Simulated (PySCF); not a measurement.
Correlation energy of Sr (strontium, neutral)

[Kr] 5s1 5p1, high-spin 3P determinant (an excited configuration). Computed with PySCF 2.14 in def2-TZVPPD with the def2 core potential (28 electrons), with a scalar-relativistic core potential. Frozen: nothing; 10 electrons correlated.

MP2 pair energies summed by pair of shells (mhartree):

```csv
pair,energy,share (%)
4p-4p,-124.77,69.5
4s-4p,-30.03,16.7
4p-5s,-11.74,6.5
4s-4s,-6.05,3.4
4p-5p,-4.71,2.6
5s-5p,-1.45,0.8
4s-5s,-0.51,0.3
4s-5p,-0.25,0.1
```

Total MP2 correlation energy: -179.51 mhartree.

Same-spin part -49.94 and opposite-spin part -129.56 mhartree; SCS-MP2 scales them by 1/3 and 6/5 to -172.12 mhartree.

The basis has no tight functions for the innermost shells, so their pair energies are far from complete.

This basis was not built for core-valence correlation, so the inner-shell part is incomplete.
